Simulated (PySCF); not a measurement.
Ge(F)2(OH)(NH2), SMILES [NH2][Ge]([OH])([F])[F] (H3F2GeNO) (PBE0/def2-SVP optimised geometry):

```
8

N     -0.868     0.950     0.000
Ge    -0.252    -0.720     0.000
O      1.490    -0.720     0.000
F     -0.743    -1.736    -1.314
F     -0.911    -1.530     1.368
H     -0.553     1.558    -0.749
H     -1.858     1.070     0.189
H      1.858    -1.558    -0.305
```

Method: PBE0/def2-TZVP in PySCF.

Problem. What are the frontier orbital energies and the dipole moment?

Solution. HOMO-2 -10.66 eV, HOMO-1 -9.94 eV, HOMO -8.63 eV, LUMO -0.40 eV, LUMO+1 1.15 eV; dipole moment 2.03 D.

On the same geometry PySCF with PBE/def2-TZVP gives HOMO-2 -8.81 eV, HOMO-1 -8.08 eV, HOMO -7.04 eV, LUMO -1.41 eV, LUMO+1 0.27 eV; dipole moment 1.97 D.

Meta-Löwdin charges at PBE0/def2-TZVP: N1 -0.71, Ge2 1.58, O3 -0.72, F4 -0.52, F5 -0.50, H6 0.26, H7 0.26, H8 0.36.
